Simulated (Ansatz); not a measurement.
Isolated molecules relaxed with PBE0-D4/def2-TZVP in Ansatz; ΔE leaves out vibrations. CCSD(T)/CBS adds triple-zeta CCSD(T) − MP2 to the extrapolated MP2 energy (def2 sets, frozen cores). This one scheme is used for every species. Functionals use def2-TZVPP. Elements past krypton have def2 core potentials. For I outer-core shells are correlated without core-valence functions, which leaves a few kJ/mol of doubt a bond. One conformer a species, not always the lowest.

`N[SiH2]I` + H₂ → `[SiH3]I` + NH₃  (hydrogenolysis of the Si–N bond)

```json
{"level": "revPBE", "ΔE (eV)": "0.31"}
{"level": "MP2/def2-TZVPP", "ΔE (eV)": "0.46"}
```

Problem. What does CCSD(T)/CBS give? (Best estimate.)

Solution. The calculation gave: +0.40 eV. The listed levels differ from it by -0.09, 0.06 eV.

Problem. What do rigid-rotor, harmonic-oscillator terms from PBE0-D4/def2-TZVP frequencies (298.15 K, 1 bar) make of the CCSD(T)/CBS value? (Estimate.)

Solution. The calculation gave: ΔZPE = +0.15 eV, ΔH = +0.52 eV, ΔS = 18 J/(mol·K), ΔG = +0.47 eV.

Largest T1 diagnostic among the species: 0.009.

The D4 term adds +0.08 eV with B3LYP and +0.04 eV with PBE0; it sums over pairs of atoms, weighted by their polarisabilities, and B3LYP, whose exchange is more repulsive, gets the larger term. Leaving LDA and LC-ωPBE aside and taking each functional with its dispersion term where it has one, the values, not all of them listed here, spread over 0.08 eV, from B97M-V to r2SCAN-D4. LDA lies +0.09 eV from PBE without D4. At CCSD(T), def2-SVP lies −0.14 eV from the extrapolated value and def2-TZVPP −0.03 eV.

B3LYP here is the variant with VWN-RPA as its local correlation; programs differ in this.
